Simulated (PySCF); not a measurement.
Isomers of C4H13N3Si. Level of theory: PySCF, PBE0-D3(BJ)/def2-SVP geometry optimisation, gas phase. Energies are electronic, without zero-point or thermal terms, for one conformer each. No frequencies were run at this level. Point groups hold within 0.08 Å.

Problem. Order them by energy at this level, lowest first, and give relative energies in kcal/mol.
A. `[CH2:1]=[N:2][Si@@H:3]([NH:4][CH3:5])[N:6]([CH3:7])[CH3:8]` with C1–N2–Si3–N4 109°, N2–Si3–N4–C5 -88°, N2–Si3–N6–C7 -177°
B. `[CH3:1][N:2]([CH3:3])[SiH:4]1[NH:5][CH2:6][CH2:7][NH:8]1` with C1–N2–Si4–N5 109°, N2–Si4–N5–C6 105°, Si4–N5–C6–C7 30°, N5–C6–C7–N8 -38°, C6–C7–N8–Si4 31°

Solution. B (0.0), A (23.8).

As drawn, the higher has a C=N bond, which the lower lacks.

| SMILES | E (Eh) | E rel (kcal/mol) | dipole (D) | point group | A, B, C (MHz) |
| --- | --- | --- | --- | --- | --- |
| CN(C)[SiH]1NCCN1 | -613.24394 | 0.0 | 0.66 | C1 | 3404, 1092, 1061 |
| C=N[Si@@H](NC)N(C)C | -613.20598 | 23.8 | 0.70 | C1 | 1843, 1438, 872.8 |

Problem. How do the relative energies change in single points at PBE0/pcSseg-1 (no added dispersion term) on the same geometries?

Solution. 
| SMILES | PBE0-D3(BJ)/def2-SVP (kcal/mol) | PBE0/pcSseg-1 (kcal/mol) | shift |
| --- | --- | --- | --- |
| CN(C)[SiH]1NCCN1 | 0.0 | 0.0 | 0.0 |
| C=N[Si@@H](NC)N(C)C | 23.8 | 21.7 | -2.1 |

Each column counts from its own lowest isomer. The order is unchanged; the largest shift is 2.1 kcal/mol.
